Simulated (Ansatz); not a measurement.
Mulliken charges of `C[SiH](Cl)Br` from ωB97M-V/def2-TZVPP in Ansatz (PBE0-D4/def2-TZVP geometry).

```tsv
atom	x (Å)	y (Å)	z (Å)	charge (e)
C1	-0.268	0.986	0.128	-0.427
Si2	0.310	-0.733	-0.227	0.439
Cl3	1.639	-1.330	1.215	-0.200
Br4	-1.419	-2.119	-0.234	-0.194
H5	-0.975	1.310	-0.640	0.130
H6	-0.763	1.029	1.100	0.136
H7	0.583	1.672	0.136	0.130
H8	0.985	-0.871	-1.534	-0.014
```

**Question.** By hand: the dipole of these point charges (1 e Å = 4.8032 D).

**Answer.** Σ q r = (0.029, 0.474, -0.246) e Å, of length 0.535 e Å = 2.57 D.

**Question.** How does the dipole of the full density compare? (Estimate.)

**Answer.** Ansatz gave: (-0.011, 0.400, -0.115) e Å, 2.00 D; the point charges give 1.28 times that, at 12° from its direction.

Point charges leave out the atoms' own dipoles, such as those of lone pairs, and Mulliken's split depends on the basis, so the two needn't agree.
